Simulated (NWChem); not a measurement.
# boron trifluoride (BF3); SMILES FB(F)F

```xyz
4

F      1.2547    -0.3780     0.0000
B      0.0000     0.0000     0.0000
F     -0.9547    -0.8976     0.0000
F     -0.3000     1.2756     0.0000
```
Atoms are numbered in this order, from 1.

STO-3G and 3-21G are far too small for this property and stand as cheap habits. Structure relaxed at the PBE0/def2-SVP level. Not confirmed as a minimum by frequencies.

Problem. Give the principal values of the shielding tensors (ppm) of F1, B2 from Hartree-Fock/STO-3G, GIAO (NWChem), with their diamagnetic and paramagnetic parts as GIAO splits them.

Solution. 
```csv
atom,σ11,σ22,σ33,isotropic,diamagnetic,paramagnetic
F1,314.5,358.2,588.6,420.4,455.2,-34.8
B2,126.5,126.5,128.0,127.0,205.5,-78.4
```
